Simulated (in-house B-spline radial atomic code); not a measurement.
The numbers below are computed, except where a source is named.
Extrapolating the RPA correlation energy in partial waves: the nickel ion Ni¹⁰⁺

All-electron RPA on Hartree-Fock orbitals from a B-spline radial code for spherical atoms, scalar-relativistic (spin-free one-electron X2C), finite nucleus, configuration [Ne] 3s2 3p6. With empty states up to angular momentum L the sums are:

```
L  E_c(L) (hartree)
3         -1.030433
4         -1.115085
5         -1.148544
6         -1.164361
7         -1.172781
```

For large l each further wave adds A/(l + 1/2)⁴, because the basis must build the cusp where two electrons meet.

(1) Estimate the limit from L = 6 and L = 7.

(2) How good is the estimate?

Results:

(1) Wave 7 adds -0.008420, against a sum of (l + 1/2)⁻⁴ of 3.16049e-04, so A = -26.641. The sum over l > 7 is ζ(4, 8.5) = 6.4602e-04, close to 1/(3 × 8³) = 6.5104e-04. The tail is -0.017211 and the limit -1.18999 hartree.

(2) A run to L = 11 sums to -1.18391 and extrapolates to -1.18828 hartree, 0.21 millihartree from the run before. The estimate differs from that by -1.71 millihartree, while the bare sum at L = 7 misses 15.5 millihartree (1.3 %).
